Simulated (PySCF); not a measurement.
C4H13PSi2.
Structure used (PBE0-D3(BJ)/def2-SVP), in Å, numbered top down from 1:
```xyz
20
C4H13PSi2 angstrom
C     -2.230   -0.113   -1.993
C     -2.313    0.409   -0.762
C     -3.624    0.813   -0.148
Si    -0.760    0.679    0.267
P      1.030   -0.253   -0.750
Si     2.570    0.395    0.777
C      4.191   -0.491    0.437
H     -3.124   -0.267   -2.611
H     -1.272   -0.402   -2.438
H     -4.467    0.627   -0.830
H     -3.629    1.884    0.116
H     -3.812    0.261    0.789
H     -0.484    2.146    0.407
H     -0.976    0.143    1.650
H      0.824   -1.553   -0.192
H      2.731    1.872    0.603
H      2.122    0.141    2.183
H      4.076   -1.579    0.555
H      4.971   -0.150    1.137
H      4.532   -0.290   -0.589
```

Level: CAM-B3LYP/def2-SVPD in PySCF, non-relativistic, on one gas-phase PBE0-D3(BJ)/def2-SVP geometry that isn't relaxed in the solvent. The solvent is an IEF-PCM continuum (van der Waals radii × 1.2), and excitations are vertical TDDFT with non-equilibrium linear response and a frozen core. The model holds no explicit solvent molecules, cavitation or dispersion.

Gas-phase singlets (H = HOMO, L = LUMO):

| state | E (eV) | λ (nm) | f | leading configuration |
| --- | --- | --- | --- | --- |
| S1 | 6.193 | 200 | 0.007 | H→L+1 49% |
| S2 | 6.467 | 192 | 0.072 | H→L 56% |
| S3 | 6.588 | 188 | 0.024 | H→L+2 48% |
| S4 | 6.718 | 185 | 0.015 | H→L+1 32% |
| S5 | 6.755 | 184 | 0.027 | H-2→L 38% |

Question: How does the list change in dimethylsulfoxide (ε = 46.83)?

Answer: 
```
state  E (eV)  λ (nm)      f  leading configuration  change by rank (eV)
   S1   6.256     198  0.012              H→L+1 68%               +0.063
   S2   6.510     190  0.140                H→L 52%               +0.043
   S3   6.598     188  0.038              H→L+2 41%               +0.010
   S4   6.710     185  0.015              H-2→L 45%               -0.008
   S5   6.745     184  0.191              H-1→L 45%               -0.010
```

Question: The ground-state energy changes by -0.096 eV from gas to dimethylsulfoxide. By how much does the total energy of gas-phase S2 change?

Answer: E(S2) = E(S0) + excitation energy, so it changes by -0.096 + 0.043 = -0.053 eV: it is lowered less than the ground state, which is what a blue shift means. This is the vertical state, with the slow part of the continuum still set for S0.

Question: How do the frontier levels move from gas to dimethylsulfoxide?

Answer: 
| orbital | gas (eV) | solvent (eV) | change (eV) | Löwdin shares, gas | Löwdin shares, solvent |
| --- | --- | --- | --- | --- | --- |
| LUMO+2 | 1.00 | 1.10 | +0.10 | Si4 20 %, P5 13 %, Si6 8 %, C3 8 % | Si6 16 %, Si4 13 %, P5 13 %, C7 8 % |
| LUMO+1 | 0.93 | 1.02 | +0.09 | Si6 19 %, P5 13 %, Si4 12 %, C1 10 % | Si4 21 %, P5 18 %, Si6 18 %, H15 10 % |
| LUMO | 0.85 | 0.90 | +0.05 | C1 22 %, C2 20 %, Si4 10 %, Si6 8 % | C1 28 %, C2 26 %, Si4 11 %, H8 6 % |
| HOMO | -8.40 | -8.42 | -0.02 | P5 62 %, Si6 11 %, Si4 10 %, H15 5 % | P5 62 %, Si6 11 %, Si4 10 %, H15 5 % |
| HOMO-1 | -8.84 | -8.80 | +0.04 | C1 35 %, C2 33 %, C3 8 %, Si4 6 % | C1 35 %, C2 33 %, C3 8 %, Si4 6 % |
| HOMO-2 | -9.42 | -9.33 | +0.09 | P5 29 %, Si4 15 %, C2 14 %, Si6 13 % | P5 28 %, Si4 14 %, C2 14 %, Si6 13 % |
| HOMO-3 | -10.32 | -10.25 | +0.07 | Si4 22 %, C2 18 %, C1 13 %, P5 10 % | Si4 21 %, C2 18 %, C1 13 %, P5 10 % |

The HOMO–LUMO gap goes from 9.25 to 9.32 eV.
